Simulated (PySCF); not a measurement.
Job for PySCF: R-HF/STO-3G on C2H5Al (SMILES C=[CH][AlH2]), a point of a bond scan (R = 1.196 Å).

```python
from pyscf import gto, scf, dft, mp
from pyscf.data.elements import chemcore

mol = gto.M(
    atom='''
    Al   -0.13640480    0.16293037    1.16257739
    H    -0.81514489    1.59101670    1.21761631
    H     0.17826312   -0.64444815    2.48571591
    C     0.29151772   -0.55237827   -0.58963342
    C     0.01802875    0.14494252   -1.69877918
    H     0.75944852   -1.52587481   -0.73005893
    H     0.26405750   -0.25637980   -2.79840527
    H    -0.44827436    1.12572183   -1.65786457
    ''',
    basis='sto-3g',
    charge=0, spin=0, verbose=3, max_memory=1800)
mf = scf.RHF(mol)
mf.conv_tol = 1e-8
mf.max_cycle = 100
mf.kernel()
if not mf.converged:
    mf = mf.newton().run(mf.mo_coeff, mf.mo_occ)
```

Problem. Predict the final total energy.

Solution. -316.6646 hartree.
